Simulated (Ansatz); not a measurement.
Z-matrix (Å, degrees):
```
C
S 1 1.814
H 1 1.092 2 111.7
H 1 1.090 2 106.9 3 118.8
H 1 1.090 2 110.9 3 -122.7
Si 2 2.151 1 99.8 3 58.2
Al 6 2.450 2 106.7 1 -62.5
H 6 1.489 2 103.8 1 177.2
H 6 1.496 2 109.4 1 62.6
N 7 1.771 6 117.2 2 80.0
H 7 1.586 6 125.4 2 -93.6
H 10 1.008 7 124.7 6 -174.8
H 10 1.007 7 125.2 6 8.9
```

The species carries charge 0 and has multiplicity 1.

**Question.** List the CAM-B3LYP/def2-TZVPP orbital energies in eV (the Gaussian-basis code of Ansatz). (Estimate.)

**Answer.** Ansatz gave: Occupied: -2419.35, -1800.92, -1526.10, -390.89, -279.52, -217.38, -161.98, -161.88, -161.76, -145.48, -114.17, -100.84, -100.79, -100.77, -74.90, -74.72, -74.71, -24.83, -23.35, -19.51, -16.04, -15.01, -13.92, -13.65, -13.57, -11.95, -11.13, -10.74, -10.05, -9.19, -9.09, -7.71. Lowest empty: -0.32, 0.85, 1.25, 1.97, 2.03, 2.45, 2.61, 3.21.
